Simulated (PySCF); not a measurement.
Isomers of C4H4F2O2, mass 122.018 u with the commonest isotopes. Theory: PBE0/pcSseg-1 in PySCF (dipole) on a GFN2-xTB geometry, gas phase. One conformer each, none proved a minimum here; rigid rotors.

Question: Order these by out-of-plane moment Σ m c² = (Ia + Ib − Ic)/2, largest first.
A. `[CH2:1]=[CH:2][C:3](=[O:4])[O:5][CH:6]([F:7])[F:8]` with C1–C2–C3–O4 0°, C2–C3–O5–C6 180°, C3–O5–C6–F7 -121°
B. `[O:1]=[C:2]1[CH2:3][C@H:4]([CH:5]([F:6])[F:7])[O:8]1` with C3–C4–C5–F6 92°
C. `[O:1]=[C:2]1[O:3][CH2:4][C@@H:5]1[CH:6]([F:7])[F:8]` with C4–C5–C6–F7 -37°

Answer: C (48.30 u·Å²), A (43.87 u·Å²), B (41.69 u·Å²).

Question: Order these by radius of gyration √(Σ m r²/M), smallest first.
A. `[O:1]=[C:2]1[CH2:3][C@H:4]([CH:5]([F:6])[F:7])[O:8]1` with C3–C4–C5–F6 92°
B. `[O:1]=[C:2]1[O:3][CH2:4][C@@H:5]1[CH:6]([F:7])[F:8]` with C4–C5–C6–F7 -37°
C. `[CH2:1]=[CH:2][C:3](=[O:4])[O:5][CH:6]([F:7])[F:8]` with C1–C2–C3–O4 0°, C2–C3–O5–C6 180°, C3–O5–C6–F7 -121°

Answer: B (1.863 Å), A (1.941 Å), C (2.102 Å).

Question: Order these by rotational constant B, smallest first.
A. `[O:1]=[C:2]1[CH2:3][C@H:4]([CH:5]([F:6])[F:7])[O:8]1` with C3–C4–C5–F6 92°
B. `[CH2:1]=[CH:2][C:3](=[O:4])[O:5][CH:6]([F:7])[F:8]` with C1–C2–C3–O4 0°, C2–C3–O5–C6 180°, C3–O5–C6–F7 -121°
C. `[O:1]=[C:2]1[O:3][CH2:4][C@@H:5]1[CH:6]([F:7])[F:8]` with C4–C5–C6–F7 -37°

Answer: B (1035 MHz), A (1252 MHz), C (1503 MHz).

| SMILES | point group | Ia (u·Å²) | Ib (u·Å²) | Ic (u·Å²) | κ | μa (D) | μb (D) | μc (D) |
| --- | --- | --- | --- | --- | --- | --- | --- | --- |
| O=C1C[C@H](C(F)F)O1 | C1 | 97.63 | 403.73 | 417.99 | -0.98 | 2.04 | 1.86 | 0.93 |
| C=CC(=O)OC(F)F | Cs | 94.56 | 488.51 | 495.32 | -0.99 | 2.91 | 0.72 | 0.04 |
| O=C1OC[C@@H]1C(F)F | C1 | 135.64 | 336.14 | 375.18 | -0.87 | 1.58 | 1.90 | 1.72 |
